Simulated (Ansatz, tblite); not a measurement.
Isomers of Hf$_{2}$O$_{5}$H$_{2}$ (singlet), found by a short tight-binding search and relaxed with r2SCAN-D4/def2-SVP in Ansatz.

In the def2 sets Hf takes a core potential; there is no spin–orbit coupling. The xTB rows come from tblite. Correlated methods freeze 5 core orbitals; core or outer-core shells of Hf are correlated, in sets that lack core-valence functions.

A: At CCSD(T)/def2-SVP the test of the restricted singlet for broken spin symmetry was undecided. It holds 1 O–O bond. B: At CCSD(T)/def2-SVP the test of the restricted singlet for broken spin symmetry was undecided. It holds 1 O–O bond. C: At CCSD(T)/def2-SVP the test of the restricted singlet for broken spin symmetry was undecided. It holds 2 O–O bonds.

Other spin states weren't relaxed.

A:

```xyz
9

Hf    0.4431    0.6124   -1.6462
Hf   -0.6036    0.3123    1.1432
O     1.2936    0.3665   -3.4466
O    -1.2138    0.0245   -0.7126
O    -0.5156   -1.1859    2.3725
O     1.0335    0.9295    0.2285
O     1.3840   -0.8258   -2.5164
H    -0.3262   -2.0474    2.7487
H    -1.4950    1.8138    1.8288
```

B:

```
atom   x (Å)   y (Å)   z (Å)
 Hf1   0.070  -1.208   1.877
 Hf2   0.303   0.123  -0.829
  O3  -0.731  -1.664  -0.243
  O4  -1.312  -0.476   0.499
  O5  -0.065   1.872  -1.577
  O6   1.331  -0.082   0.828
  O7  -0.429  -0.434   3.402
  H8   1.164  -0.891  -2.139
  H9  -0.330   2.761  -1.819
```

C:

```xyz
9

Hf   -0.9161   -0.0350   -0.2624
Hf    1.9466    0.2662    0.5167
O    -2.8790   -0.9046   -0.6851
O     0.6117   -1.1540    0.3551
O     0.4643    1.3898   -0.0947
O    -2.7989    0.0298    0.4727
O    -2.1512   -0.3106   -1.8413
H     2.4138    0.6039    2.2995
H     3.3089    0.1145   -0.7604
```

Problem. Estimate their order by electronic energy at PBE0-D4/def2-TZVP, counted from the lowest.

Solution. A (0.00) < B (0.75) < C (3.98), in eV.

Problem. Do the other levels pick the same lowest one?

Solution. All that were run do. Energies above each level's lowest (eV):

| level | A | B | C |
| --- | --- | --- | --- |
| GFN1-xTB | 0.00 | 0.76 | 2.25 |
| GFN2-xTB | 0.00 | 0.12 | 0.83 |
| HF/def2-SVP | 0.00 | 0.84 | 4.52 |
| PBE-D4/def2-TZVP | 0.00 | 0.72 | 3.74 |
| r2SCAN-D4/def2-TZVP | 0.00 | 0.69 | 3.88 |
| B97M-V/def2-TZVP | 0.00 | 0.71 | 3.74 |
| r2SCANh-D4/def2-TZVP | 0.00 | 0.70 | 3.97 |
| PBE0-D4/def2-TZVP | 0.00 | 0.75 | 3.98 |
| MP2/def2-SVP | 0.00 | 0.43 | 4.52 |
| CCSD/def2-SVP | 0.00 | 0.63 | 4.22 |
| CCSD(T)/def2-SVP | 0.00 | 0.58 | 4.13 |
Point groups (tolerance 0.1 Å): A Cs, B not assigned, C not assigned. Lower isomers may exist.
